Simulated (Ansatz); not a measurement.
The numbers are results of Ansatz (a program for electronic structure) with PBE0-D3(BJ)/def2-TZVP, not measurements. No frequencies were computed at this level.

Ansatz 0.2 input:
```yaml
crystal:
  periodic: [false, false, false]
  atoms:
    - { symbol: C, position_ang: [-0.874989, 1.518384, -0.390105] }
    - { symbol: Si, position_ang: [-0.174641, -0.003444, 0.555053] }
    - { symbol: Si, position_ang: [-1.559312, -1.721493, 0.283476] }
    - { symbol: Si, position_ang: [2.072199, -0.124968, 0.043967] }
    - { symbol: H, position_ang: [-0.400207, 2.434997, -0.049006] }
    - { symbol: H, position_ang: [-0.699909, 1.441006, -1.460503] }
    - { symbol: H, position_ang: [-1.94435, 1.628389, -0.236437] }
    - { symbol: H, position_ang: [-3.027065, -1.667827, 0.392948] }
    - { symbol: H, position_ang: [-1.262003, -2.996338, 0.955034] }
    - { symbol: H, position_ang: [2.45471, -0.21351, -1.370778] }
    - { symbol: H, position_ang: [2.61087, -1.323395, 0.694089] }
    - { symbol: H, position_ang: [2.804696, 1.028198, 0.582263] }
basis:
  gaussian: { orbitals: def2-tzvp }
hamiltonian:
  xc: pbe0
  dispersion: d3bj
relax:
  max_steps: 150
```

Output:

```
Functional definition: PBE0
1336 factors; their error is unknown
mean field evaluation 1: about -24782.6895 eV, gradient 4.8e1 eV
mean field evaluation 2: about -24779.0483 eV, gradient 5.6e1 eV
mean field evaluation 4: about -24788.0558 eV, gradient 6.7e0 eV
mean field evaluation 8: about -24788.2364 eV, gradient 4.6e-2 eV
mean field evaluation 16: about -24788.3309 eV, gradient 2.4e-5 eV
mean field -24788.33089653 eV, -910.9543583132 hartree, gradient 2.4e-5 eV, S^2 0.000000; 0 other end points of the search recorded, 0 dependent functions left out
reference -24788.33093543 eV, -910.9543597430 hartree; 28, 28 occupied and 162, 162 virtual orbitals, 1336 factors
relax step   1: F+E_penalty+E_count = -24788.62703820 eV  Δ(F+E_penalty+E_count) = +0.000e0 eV  max|allowed force component| = 1.074e0 eV/Å  Δτ_max = 0.0000 Å  (28 SCF iters, accepted)
these checks for a lower state are left out or cut short: starts, cluster_reference, orbital_swaps, neighbouring_geometries, increment
1336 factors; their error is unknown
mean field -24788.51694196 eV, -910.9611953569 hartree, gradient 7.2e-6 eV, S^2 0.000000; 0 other end points of the search recorded, 0 dependent functions left out
reference -24788.51698030 eV, -910.9611967658 hartree; 28, 28 occupied and 162, 162 virtual orbitals, 1336 factors
relax step   2: F+E_penalty+E_count = -24788.81247366 eV  Δ(F+E_penalty+E_count) = -1.854e-1 eV  max|allowed force component| = 5.885e-1 eV/Å  Δτ_max = 0.1927 Å  (31 SCF iters, accepted)
these checks for a lower state are left out or cut short: starts, cluster_reference, orbital_swaps, neighbouring_geometries, increment
1336 factors; their error is unknown
mean field -24788.56309067 eV, -910.9628912907 hartree, gradient 1.0e-5 eV, S^2 0.000000; 0 other end points of the search recorded, 0 dependent functions left out
reference -24788.56312920 eV, -910.9628927064 hartree; 28, 28 occupied and 162, 162 virtual orbitals, 1336 factors
relax step   3: F+E_penalty+E_count = -24788.85949257 eV  Δ(F+E_penalty+E_count) = -4.702e-2 eV  max|allowed force component| = 2.786e-1 eV/Å  Δτ_max = 0.0633 Å  (30 SCF iters, accepted)
these checks for a lower state are left out or cut short: starts, cluster_reference, orbital_swaps, neighbouring_geometries, increment
1336 factors; their error is unknown
mean field evaluation 32: about -24788.2223 eV, gradient 9.9e0 eV
mean field -24788.58759915 eV, -910.9637919606 hartree, gradient 2.5e-5 eV, S^2 0.000000; 0 other end points of the search recorded, 0 dependent functions left out
reference -24788.58763775 eV, -910.9637933790 hartree; 28, 28 occupied and 162, 162 virtual orbitals, 1336 factors
relax step   4: F+E_penalty+E_count = -24788.88368218 eV  Δ(F+E_penalty+E_count) = -2.419e-2 eV  max|allowed force component| = 8.521e-1 eV/Å  Δτ_max = 0.2000 Å  (30 SCF iters, accepted)
these checks for a lower state are left out or cut short: starts, cluster_reference, orbital_swaps, neighbouring_geometries, increment
1336 factors; their error is unknown
mean field -24788.61191713 eV, -910.9646856297 hartree, gradient 1.2e-5 eV, S^2 0.000000; 0 other end points of the search recorded, 0 dependent functions left out
reference -24788.61195585 eV, -910.9646870530 hartree; 28, 28 occupied and 162, 162 virtual orbitals, 1336 factors
relax step   5: F+E_penalty+E_count = -24788.90697677 eV  Δ(F+E_penalty+E_count) = -2.329e-2 eV  max|allowed force component| = 3.150e-1 eV/Å  Δτ_max = 0.0528 Å  (31 SCF iters, accepted)
these checks for a lower state are left out or cut short: starts, cluster_reference, orbital_swaps, neighbouring_geometries, increment
1336 factors; their error is unknown
mean field -24788.62486094 eV, -910.9651613060 hartree, gradient 9.1e-6 eV, S^2 0.000000; 0 other end points of the search recorded, 0 dependent functions left out
reference -24788.62489986 eV, -910.9651627366 hartree; 28, 28 occupied and 162, 162 virtual orbitals, 1336 factors
relax step   6: F+E_penalty+E_count = -24788.91905278 eV  Δ(F+E_penalty+E_count) = -1.208e-2 eV  max|allowed force component| = 7.226e-2 eV/Å  Δτ_max = 0.1020 Å  (30 SCF iters, accepted)
these checks for a lower state are left out or cut short: starts, cluster_reference, orbital_swaps, neighbouring_geometries, increment
1336 factors; their error is unknown
mean field -24788.62803170 eV, -910.9652778294 hartree, gradient 1.4e-5 eV, S^2 0.000000; 0 other end points of the search recorded, 0 dependent functions left out
reference -24788.62807061 eV, -910.9652792595 hartree; 28, 28 occupied and 162, 162 virtual orbitals, 1336 factors
relax step   7: F+E_penalty+E_count = -24788.92256171 eV  Δ(F+E_penalty+E_count) = -3.509e-3 eV  max|allowed force component| = 5.188e-2 eV/Å  Δτ_max = 0.0542 Å  (30 SCF iters, accepted)
these checks for a lower state are left out or cut short: starts, cluster_reference, orbital_swaps, neighbouring_geometries, increment
1336 factors; their error is unknown
mean field evaluation 64: about -24788.6307 eV, gradient 1.5e-3 eV
mean field -24788.63071113 eV, -910.9653762965 hartree, gradient 2.5e-5 eV, S^2 0.000000; 0 other end points of the search recorded, 0 dependent functions left out
reference -24788.63075026 eV, -910.9653777346 hartree; 28, 28 occupied and 162, 162 virtual orbitals, 1336 factors
relax step   8: F+E_penalty+E_count = -24788.92524046 eV  Δ(F+E_penalty+E_count) = -2.679e-3 eV  max|allowed force component| = 7.107e-2 eV/Å  Δτ_max = 0.1200 Å  (29 SCF iters, accepted)
these checks for a lower state are left out or cut short: starts, cluster_reference, orbital_swaps, neighbouring_geometries, increment
1336 factors; their error is unknown
mean field -24788.63152356 eV, -910.9654061530 hartree, gradient 1.3e-5 eV, S^2 0.000000; 0 other end points of the search recorded, 0 dependent functions left out
reference -24788.63156270 eV, -910.9654075913 hartree; 28, 28 occupied and 162, 162 virtual orbitals, 1336 factors
relax step   9: F+E_penalty+E_count = -24788.92604278 eV  Δ(F+E_penalty+E_count) = -8.023e-4 eV  max|allowed force component| = 4.570e-2 eV/Å  Δτ_max = 0.0245 Å  (32 SCF iters, accepted)
these checks for a lower state are left out or cut short: starts, cluster_reference, orbital_swaps, neighbouring_geometries, increment
1336 factors; their error is unknown
mean field -24788.63216369 eV, -910.9654296773 hartree, gradient 1.3e-5 eV, S^2 0.000000; 0 other end points of the search recorded, 0 dependent functions left out
reference -24788.63220289 eV, -910.9654311179 hartree; 28, 28 occupied and 162, 162 virtual orbitals, 1336 factors
relax step  10: F+E_penalty+E_count = -24788.92687373 eV  Δ(F+E_penalty+E_count) = -8.310e-4 eV  max|allowed force component| = 1.309e-2 eV/Å  Δτ_max = 0.0312 Å  (31 SCF iters, accepted)
these checks for a lower state are left out or cut short: starts, cluster_reference, orbital_swaps, neighbouring_geometries, increment
1336 factors; their error is unknown
mean field -24788.63243857 eV, -910.9654397789 hartree, gradient 1.3e-5 eV, S^2 0.000000; 0 other end points of the search recorded, 0 dependent functions left out
reference -24788.63247783 eV, -910.9654412215 hartree; 28, 28 occupied and 162, 162 virtual orbitals, 1336 factors
relax step  11: F+E_penalty+E_count = -24788.92711601 eV  Δ(F+E_penalty+E_count) = -2.423e-4 eV  max|allowed force component| = 6.115e-3 eV/Å  Δτ_max = 0.0231 Å  (31 SCF iters, accepted)
these checks for a lower state are left out or cut short: starts, cluster_reference, orbital_swaps, neighbouring_geometries, increment
1336 factors; their error is unknown
mean field -24788.63248176 eV, -910.9654413662 hartree, gradient 1.3e-5 eV, S^2 0.000000; 0 other end points of the search recorded, 0 dependent functions left out
reference -24788.63252107 eV, -910.9654428109 hartree; 28, 28 occupied and 162, 162 virtual orbitals, 1336 factors
relax step  12: F+E_penalty+E_count = -24788.92719433 eV  Δ(F+E_penalty+E_count) = -7.832e-5 eV  max|allowed force component| = 1.168e-2 eV/Å  Δτ_max = 0.0333 Å  (30 SCF iters, accepted)
these checks for a lower state are left out or cut short: starts, cluster_reference, orbital_swaps, neighbouring_geometries, increment
1336 factors; their error is unknown
mean field evaluation 96: about -24788.6324 eV, gradient 1.8e-1 eV
mean field -24788.63250744 eV, -910.9654423100 hartree, gradient 1.5e-5 eV, S^2 0.000000; 0 other end points of the search recorded, 0 dependent functions left out
reference -24788.63254676 eV, -910.9654437547 hartree; 28, 28 occupied and 162, 162 virtual orbitals, 1336 factors
relax step  13: F+E_penalty+E_count = -24788.92720435 eV  Δ(F+E_penalty+E_count) = -1.002e-5 eV  max|allowed force component| = 7.882e-3 eV/Å  Δτ_max = 0.0049 Å  (23 SCF iters, accepted)
1336 factors; their error is unknown
mean field -24788.63250744 eV, -910.9654423100 hartree, gradient 1.7e-5 eV, S^2 0.000000; 1 other end points of the search recorded, 0 dependent functions left out
reference -24788.63254676 eV, -910.9654437547 hartree; 28, 28 occupied and 162, 162 virtual orbitals, 1336 factors
Total energy: -24788.92724366 eV, -910.9762736661 hartree
Atom 0 at    -0.980155     1.651536    -0.545164 Å, force    -0.000362     0.000731    -0.000670 eV/Å
Atom 1 at    -0.243806     0.020340     0.015075 Å, force     0.001928    -0.003736     0.003286 eV/Å
Atom 2 at    -1.424406    -1.654650     0.615866 Å, force    -0.006302     0.003366     0.001601 eV/Å
Atom 3 at     2.048668    -0.287985     0.035485 Å, force     0.006475     0.003039    -0.007882 eV/Å
Atom 4 at    -0.635699     2.467405     0.093853 Å, force     0.000101     0.000375     0.003039 eV/Å
Atom 5 at    -0.682359     1.874832    -1.571841 Å, force    -0.000307    -0.001581    -0.002084 eV/Å
Atom 6 at    -2.069416     1.610595    -0.499873 Å, force     0.001788    -0.000819     0.000682 eV/Å
Atom 7 at    -2.904906    -1.665200     0.676198 Å, force    -0.000114    -0.001352    -0.001792 eV/Å
Atom 8 at    -0.782129    -2.914514     1.050246 Å, force     0.002049    -0.001264     0.000591 eV/Å
Atom 9 at     2.635053    -0.110401    -1.322095 Å, force     0.001128    -0.000692     0.004525 eV/Å
Atom 10 at     2.316361    -1.671641     0.507216 Å, force    -0.004419     0.004470    -0.000020 eV/Å
Atom 11 at     2.722792     0.679682     0.945036 Å, force    -0.001967    -0.002536    -0.001275 eV/Å
Dipole moment:    -0.076909     0.237626    -0.081124 e Å
```

Cost: around 90 core-seconds (rough).
